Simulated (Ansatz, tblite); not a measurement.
Spin states of the cluster Ag4⁺ (the lowest doublet isomer of a short search), each relaxed with PBE0-D4/def2-SVP in Ansatz. Electronic energies in the gas phase.

In the def2 sets Ag takes a core potential; there is no spin–orbit coupling. The xTB rows come from tblite. The structure comes from a short search, and lower isomers may exist.

Doublet geometry (D2h within 0.1 Å):

Cartesian coordinates in Å:
```
Ag -0.5180 1.2001 -0.2857
Ag -1.8480 -0.4307 1.5381
Ag 1.8514 0.4333 -1.5332
Ag 0.5146 -1.2027 0.2808
```

Quartet geometry:

```xyz
4

Ag    1.673    0.733    0.997
Ag   -0.362   -1.295    1.559
Ag    0.362    1.294   -1.559
Ag   -1.673   -0.733   -0.997
```

⟨S²⟩: doublet 0.76 at PBE0-D4/def2-TZVP (pure 0.75), quartet 3.76 at PBE0-D4/def2-TZVP (pure 3.75).

Only these spin states were relaxed. The quartet has other bonds than the doublet, so the gap mixes isomer and spin.

```json
{"level": "GFN2-xTB", "quartet − doublet (kJ/mol)": "181.4", "lowest of these": "doublet"}
{"level": "LDA (SPW92)/def2-TZVP", "quartet − doublet (kJ/mol)": "296.5", "lowest of these": "doublet"}
{"level": "revPBE-D4/def2-TZVP", "quartet − doublet (kJ/mol)": "236.7", "lowest of these": "doublet"}
{"level": "BLYP-D4/def2-TZVP", "quartet − doublet (kJ/mol)": "240.4", "lowest of these": "doublet"}
```

(1) Estimate the rows for PBE-D4/def2-TZVP, r2SCANh-D4/def2-TZVP, PBE0-D4/def2-TZVP, BHLYP-D4/def2-TZVP.

Answers

(1) 
```tsv
level	quartet − doublet (kJ/mol)	lowest of these
PBE-D4/def2-TZVP	252.8	doublet
r2SCANh-D4/def2-TZVP	247.8	doublet
PBE0-D4/def2-TZVP	240.8	doublet
BHLYP-D4/def2-TZVP	221.7	doublet
```

The xTB methods have no spin-polarisation term.
